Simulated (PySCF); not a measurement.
CH₃Cl₃OTi, multiplicity 1. Atoms are numbered in the order given.

```xyz
9

Ti     0.0000     0.0000     0.0836
Cl     1.7918     1.0345     0.7727
Cl     0.0000    -2.0690     0.7727
Cl    -1.7918     1.0345     0.7727
O      0.0000     0.0000    -1.6250
C      0.0000     0.0000    -3.0149
H     -0.8979     0.5184    -3.3863
H      0.8979     0.5184    -3.3863
H      0.0000    -1.0369    -3.3863
```
Charge 0, spin multiplicity 1.

Coordinates come from a PBE0-D3(BJ)/def2-SVP optimisation. The multiplicity is an assumed one; other spin states were not compared. One conformer was computed; it need not be the lowest.

Vertical ionisation energy (IE) and electron affinity (EA) in eV. Rows of orbital energies are one-electron estimates. Where ΔSCF, EOM or ADC give a negative EA the extra electron is unbound and the value depends on the basis.

```csv
level,IE,EA
"−ε(HOMO), −ε(LUMO), B3LYP/def2-TZVP (PySCF)",8.78,3.10
"−ε(HOMO), −ε(LUMO), PBE/def2-TZVP (PySCF)",7.68,3.68
```
